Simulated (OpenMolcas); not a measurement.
## W⁴⁺: CASPT2 settings compared

```json
{"Program": "OpenMolcas 26.06", "Basis": "ANO-RCC-VTZP [8s7p5d3f2g1h]", "Scalar Hamiltonian": "DKH3, point nucleus", "Active space": "2 electrons in 5 orbitals (5d)", "State averaging": "2S+1 = 3 even, 10 roots; 2S+1 = 1 even, 15 roots kept (CI in the orbitals of an earlier block)", "Spin-orbit coupling": "RASSI with atomic mean-field integrals over the reference wave functions, term energies averaged over their components"}
```

Methods on the same reference wave functions:
A. CASSCF
B. SS-CASPT2, IPEA 0.6 Eh, real shift 0.25 Eh (closed shells correlated: none)
C. SS-CASPT2, IPEA 0.1 Eh, sigma2 regulariser 0.4 Eh (closed shells correlated: 5s 5p)
D. XMS-CASPT2, IPEA 0.4 Eh, imaginary shift 0.25 Eh (closed shells correlated: none)

Energies in cm-1 above 5d2 3F2, the measured ground level; measured values from the list in J. Phys. B 45, 065001 (2012).

| Level | A | B | C | D | Measured |
| --- | --- | --- | --- | --- | --- |
| 5d2 3F2 | 0.0 | 0.0 | 0.0 | 0.0 | 0.0 |
| 5d2 3F3 | 6173 | 6390 | 6410 | 6400 |  |
| 5d2 3F4 | 11715 | 11850 | 11830 | 11840 | 11519 |
| 5d2 3P0 | 14840 | 13810 | 13370 | 13570 | 12839 |
| 5d2 1D2 [54 %] | 16070 | 14540 | 14280 | 14420 |  |
| 5d2 3P1 | 18233 | 17560 | 17060 | 17340 | 16331 |
| 5d2 1G4 | 24843 | 23930 | 23440 | 23780 | 22346 |
| 5d2 3P2 [60 %] | 25136 | 23910 | 23530 | 23740 | 22615 |
| 5d2 1S0 | 50380 | 44100 | 44450 | 43620 | 43110 |

Deviations, from unrounded energies. A percentage is the sum of absolute deviations over the sum of measured energies, with the sign that they share, or ± where signs differ.

```tsv
Against measurement	Levels	A	B	C	D
mean absolute deviation (cm-1)	6	2700	1100	820	860
fine structure of the ground term (%)	1	+1.7	+2.9	+2.7	+2.8
other terms of the ground configuration (%)	5	+13.8	+5.2	+3.9	+4.1
```

C, D lie about equally close to measurement and A furthest from it. The largest miss of C in the table is 5d2 1S0, by +1300 cm-1. The ranking rests on the paired levels alone, and a cruder setting can come out closer through cancelling errors.

Among B to D the level of the table that moves most is 5d2 1S0, by 830 cm-1 (lowest in D, highest in C). Moves below CASPT2's spread within the term are not significant.

The mean deviations of B to D differ by less than CASPT2's widest spread within a term (660 cm-1), so their order carries little weight.

From A to B the spin-free energies of the other terms of 5d2 shown, above 3F, scale by factors of 0.76 to 0.93, as is usual when dynamic correlation screens the repulsion within a d or f shell.

The lowest spin-free term lies below A's lowest term by 0.004 hartree in B, 0.218 hartree in C, 0.004 hartree in D.

Term energies are means over components that CASPT2 splits; among the terms shown or strongly mixed into the levels shown the widest spread is 660 cm-1 (5d2 1G, C). Terms from blocks run as CI alone lack orbitals of their own. Without dynamic correlation excited terms often stand tens of per cent too high (terms of higher spin than the ground term too low), and those without a measured partner can miss by more than the paired ones (holds for A). Measured partners are found by configuration, term and J. A level has none where our copy of the source lacks it or the pairing is in doubt (some pairs that miss far off the trend of their configuration count as doubtful), and it then counts in no deviation. Only configurations of the active space appear.

A share in square brackets marks a mixed level and gives the weight of the term that names it, the lowest over the columns.
